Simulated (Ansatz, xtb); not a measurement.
Breaking the Si1–H2 bond in CH4OSi (SMILES CO[SiH]) (multiplicity 1 held, fragments rigid). Energies count from the point at 1.549 Å.
Geometry at that point (charge 0, multiplicity 1):
| atom | x (Å) | y (Å) | z (Å) |
|---|---|---|---|
| Si | -0.4080 | -0.6790 | 0.9181 |
| H | -1.3102 | -1.1884 | -0.2339 |
| O | 0.4506 | 0.4193 | 0.0465 |
| C | 0.3828 | 0.7821 | -1.3262 |
| H | 0.1532 | 1.8459 | -1.4010 |
| H | 1.3533 | 0.5993 | -1.7897 |
| H | -0.3865 | 0.2027 | -1.8435 |

U- levels take the lowest unrestricted solution at each point, which mixes spins at long bonds. Active spaces are followed from a long bond inwards. Levels need not reach the same state.

Cores are frozen in the correlated methods.

The values were computed with Ansatz (a program for electronic structure) with Gaussian orbitals; xtb for the GFN methods. Values without a source in brackets are computed. The GFN methods have no spin term and hold the electronic entropy of 300 K.

### Question
Estimate the energy at R = 4.958 Å that GFN2-xTB returns for this input.

### Answer
77.4 kcal/mol
